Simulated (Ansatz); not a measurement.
`[OH][Hf]([F])([F])[I]` + H₂O → `[OH][Hf]([OH])([F])[I]` + H–F at 500 K and 1 bar (formal hydrolysis of the Hf–F bond).

Computed with Ansatz on PBE0-D4/def2-TZVP structures; ΔE is electronic, products minus reactants. CCSD(T)/CBS adds triple-zeta CCSD(T) − MP2 to the extrapolated MP2 energy (def2 sets, frozen cores). This one scheme is used for every species. def2 core potentials past Kr. For Hf, I outer-core shells are correlated without core-valence functions, which leaves a few kJ/mol of doubt a bond. One conformer a species, not always the lowest.

```json
{"species": "`[OH][Hf]([F])([F])[I]`", "CCSD(T)/CBS energy (Eh)": "-621.00680", "H − E (kJ/mol)": "90.8", "S (J/(mol·K))": "454.0"}
{"species": "H₂O", "CCSD(T)/CBS energy (Eh)": "-76.37941", "H − E (kJ/mol)": "73.2", "S (J/(mol·K))": "206.3"}
{"species": "`[OH][Hf]([OH])([F])[I]`", "CCSD(T)/CBS energy (Eh)": "-596.97513", "H − E (kJ/mol)": "123.7", "S (J/(mol·K))": "478.9"}
{"species": "H–F", "CCSD(T)/CBS energy (Eh)": "-100.39570", "H − E (kJ/mol)": "39.4", "S (J/(mol·K))": "188.7"}
```

H − E and S are ideal-gas, rigid-rotor, harmonic terms from PBE0-D4/def2-TZVP, for one conformer and one mirror image of each species. 1 Eh = 2625.50 kJ/mol, R = 8.31446 J/(mol·K).

By hand: ΔE, ΔH, ΔS and ΔG.

ΔE = (-596.97513) + (-100.39570) − (-621.00680) − (-76.37941) = 0.01538 Eh = 40.4 kJ/mol. Δ(H − E) = 123.7 + 39.4 − 90.8 − 73.2 = -0.9, so ΔH = 39.5 kJ/mol. ΔS = 478.9 + 188.7 − 454.0 − 206.3 = 7.3 J/(mol·K). ΔG = 39.5 − 500 × (7.3)/1000 = 35.9 kJ/mol.

By hand: the equilibrium constant, and the temperature at which ΔG would vanish if ΔH and ΔS stayed fixed.

log₁₀ K = −ΔG/(RT ln 10) = -3.8. ΔG = 0 at ΔH/ΔS = 5411 K, far beyond where these terms or the molecules hold.

The number of gas molecules stays the same, so ΔS is small and ΔH decides. A doubt of 5 kJ/mol in ΔE shifts log₁₀ K by 0.5 here. Other conformers and mirror images would add mixing entropy, several J/(mol·K) or more a flexible species. These are equilibria of isolated gas molecules and say nothing of rates. Largest T1 diagnostic: 0.014 (customary marks: 0.02 for closed shells, 0.045 for open ones).
